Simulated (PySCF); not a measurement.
**Phosphorus: a sound run and one with changed settings**

Sound run: P⁺ [Ne] 3s2 3p2, P²⁺ [Ne] 3s2 3p1. Computed with PySCF 2.14 in 6-31G*, with the non-relativistic Hamiltonian (point nucleus). In the sound run the correlated levels freeze [Ne]. The sound run starts from symmetry-adapted Hartree-Fock orbitals and uses a fine grid where one is needed.

Changed run: a valence shell is frozen. This setting is unsound on purpose.

| species | method | sound run (hartree) | changed run (hartree) | converged |
| --- | --- | --- | --- | --- |
| P⁺ | MP2 | -340.37069 | -340.32806 | yes |
| P⁺ | CCSD(T) | -340.39067 | -340.32980 | yes |

Ionisation energy of P⁺:

| method | sound run (eV) | changed run (eV) |
| --- | --- | --- |
| UHF | 19.179 | 19.179 |
| MP2 | 19.406 | 19.298 |
| SCS-MP2 | 19.336 | 19.218 |
| CCSD | 19.407 | 19.345 |
| CCSD(T) | 19.414 | 19.345 |
| CCSDT | n/a | 19.345 |
| FCI | n/a | 19.345 |

Freezing a valence shell removes pair correlation that changes on ionisation.

For comparison, NIST gives 19.769 eV between the lowest levels.
